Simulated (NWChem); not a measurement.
System: GeNH₂F₃; SMILES [NH2][Ge]([F])([F])[F]

```xyz
7

N      0.5280    -1.7094     0.0000
Ge     0.0017    -0.0105     0.0000
F     -0.9335     0.3160    -1.3942
F     -0.9335     0.3160     1.3942
F      1.2311     1.1895     0.0000
H      0.9869    -2.0461    -0.8403
H      0.9869    -2.0461     0.8403
```
Atoms are numbered in this order, from 1.

Coordinates come from a PBE0/def2-SVP optimisation.

Symmetry labels are those of Cs in the frame above (b1 and b2, or b-type labels, depend on it).

### Question
List the 4 lowest vertical singlet excitations from CAM-B3LYP/def2-SVPD, TDA (NWChem).

### Answer
| state | energy (eV) | oscillator strength | symmetry | leading excitation (squared amplitude) |
|---|---|---|---|---|
| S1 | 6.79 | 0.054 | a' | HOMO → LUMO (0.95) |
| S2 | 8.59 | 0.017 | a' | HOMO → LUMO+1 (0.91) |
| S3 | 8.87 | 0.002 | a" | HOMO → LUMO+2 (0.78) |
| S4 | 9.30 | 0.005 | a" | HOMO → LUMO+4 (0.80) |
